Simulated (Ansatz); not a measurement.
Species: CH₇AlN₂O, charge 0, multiplicity 1. SMILES: C[O][Al]([NH2])[NH2]
Structure (B3LYP-D3(BJ)/def2-TZVP (Ansatz, a quantum-chemistry and plane-wave program) minimum search):
```xyz
12

C      2.3652     0.0674    -0.1517
O      1.1197    -0.5434     0.0487
Al    -0.4942    -0.0398     0.0373
N     -1.7279    -1.2647     0.3492
N     -0.9192     1.6508    -0.2767
H      2.9651     0.0172     0.7628
H      2.9152    -0.4494    -0.9446
H      2.2785     1.1231    -0.4384
H     -2.7210    -1.1044     0.3786
H     -1.5218    -2.2344     0.5263
H     -0.2544     2.3874    -0.4484
H     -1.8563     2.0184    -0.3081
```
Charge 0, spin multiplicity 1.

Quantity: atomisation energy (electronic, to ground-state atoms), in kJ/mol. Correlated levels leave the core frozen unless marked. Open shells are spin-unrestricted. Spin-orbit coupling is left out. Non-relativistic. The coupled-cluster limit lacks core correlation, which all-electron functionals hold. CBS marks a two-point X^-3 extrapolation of the correlation energy; Hartree-Fock from the larger set.

```
level                                                program  atomisation energy (kJ/mol)  minus last row
--------------------------------------------  --------------  ---------------------------  --------------
HF/6-31G                                              Ansatz                       2763.3         -1660.2
HF/cc-pV(D+d)Z                                        Ansatz                       2970.1         -1453.4
HF/aug-cc-pV(Q+d)Z                                    Ansatz                       3097.1         -1326.4
SVWN5/def2-TZVPD                                      Ansatz                       5029.4           605.9
revPBE/def2-TZVPD                                     Ansatz                       4300.0          -123.5
r2SCAN/def2-TZVPD                                     Ansatz                       4389.8           -33.7
PBE0/6-31G*                                           Ansatz                       4277.2          -146.3
wB97X-V/def2-TZVPD                                    Ansatz                       4422.6            -0.9
B2GP-PLYP-D4/def2-TZVPD                       Ansatz + dftd4                       4351.7           -71.8
MP2/cc-pV(T+d)Z                                       Ansatz                       4349.2           -74.3
MP2/cc-pV(Q+d)Z                                       Ansatz                       4441.6            18.1
RI-MP2/aug-cc-pV(T+d)Z                                Ansatz                       4389.3           -34.2
CCSD/cc-pV(D+d)Z                                      Ansatz                       3932.2          -491.3
CCSD(T)/6-31G*                                        Ansatz                       3872.6          -550.9
CCSD(T)/CBS(aug-cc-pV(T+d)Z,aug-cc-pV(Q+d)Z)          Ansatz                       4423.5             0.0
```
